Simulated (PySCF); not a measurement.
Compound: C₅H₁₀BrFO.
SMILES with atom numbers: `[CH3:1][C:2]([CH3:3])([OH:4])[C@H:5]([Br:6])[CH2:7][F:8]` (hydrogens: H9, H10, H11 on C1; H12, H13, H14 on C3; H15 on O4; H16 on C5; H17, H18 on C7)

The calculation used PySCF, PBE0-D3(BJ)/def2-SVP geometry optimisation, gas phase.

(1) What internal coordinates does the optimisation give?

Answers

(1) 
```tsv
bond	length (bohr)
C1–C2	2.885
C2–C3	2.897
C2–O4	2.668
C2–C5	2.905
C5–Br6	3.703
C5–C7	2.872
C7–F8	2.602
C1–H9, C1–H10, C1–H11	2.079
C3–H12, C3–H13, C3–H14	2.077
O4–H15	1.819
C5–H16	2.077
C7–H17	2.079
C7–H18	2.081
```

Bonds in one row agree within 0.02 bohr and their mean is given. A selection of angles:
```tsv
angle	degrees
C1–C2–C3	109.3
C1–C2–O4	110.7
C1–C2–C5	111.4
C3–C2–O4	109.9
C3–C2–C5	109.8
O4–C2–C5	105.7
C2–C5–Br6	111.5
C2–C5–C7	115.3
Br6–C5–C7	105.1
C5–C7–F8	110.6
H15–O4–C2	108.0
```

Torsions: C1–C2–C5–Br6 -56° (synclinal); C2–C5–C7–F8 -72° (synclinal); H15–O4–C2–C1 -58° (synclinal).

Of the pairs four or more bonds apart, F8···H14 is among the closest relative to their van der Waals radii: 2.26 Å, 85 % of the sum of Bondi's values.

Point group: C1 (no symmetry element, even within 0.4 Å). PBE0-D3(BJ)/def2-SVP frequencies: not computed here. One conformer, not necessarily the lowest (C1–C2–O4–H -58°, C1–C2–C5–Br6 -56°, C2–C5–C7–F8 -72°).
